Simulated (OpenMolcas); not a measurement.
Er3+ among 12 point charges of -0.5 e arranged as a cuboctahedron (Oh).

```yaml
Program: OpenMolcas 26.06
Method: CASSCF
Basis: ANO-RCC-VDZP [7s6p4d2f1g]
Scalar_Hamiltonian: DKH2, point nucleus
Active_space: 11 electrons in 7 orbitals (4f)
State_averaging: 2S+1 = 4 odd, 35 roots (30 in the spin-orbit step); 2S+1 = 2 odd, 73 roots kept (CI in the orbitals of an earlier block)
Spin-orbit_coupling: state interaction with AMFI integrals over the reference wave functions
```

All point charges move together. At R = 2.44 Å the width of the lowest J multiplet is 59 cm-1, and at R = 2.66 Å it is 34 cm-1.

Question: A third run gives 93 cm-1. What distance was it run at?

Answer: With a power law R^-n the two known points give n = -ln(34 / 59) / ln(2.66 / 2.44) = 6.38. Then R = 2.44 × (59 / 93)^(1/6.38) = 2.272 Å. The run was at 2.27 Å, so the estimate is off by +0.002 Å.

High states are left out of the spin-orbit mixing, which shifts the levels that they would mix with. This is an electrostatic model: the charges have no orbitals. A group larger than the point group allows holds several states that coincide in this model. No measured value stands beside these numbers.
